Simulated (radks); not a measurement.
Task: Valence configurations of the calcium ion Ca+ (all share [Ar]). Calculated with a radial shooting solver on a logarithmic mesh with Libxc functionals: scalar-relativistic Kohn-Sham, r2SCAN, spin-polarised, spherical densities, finite nucleus; open shells are filled with parallel spins first; meta-GGA in the generalised Kohn-Sham scheme; Fermi nuclear charge, rms radius 3.4776 fm. Order these by energy: 4s0.5 4p0.5; 4p1; 4s1; 3d1; 3d0.5 4s0.5.

Result: From the lowest, in eV above it: 4s1 0.000; 3d0.5 4s0.5 0.790; 4s0.5 4p0.5 1.606; 3d1 1.674; 4p1 3.141. NIST lists [Ar] 4s1 as the ground configuration; this level of theory agrees among the configurations tried. The energies are those of spherical high-spin densities, not of single terms.
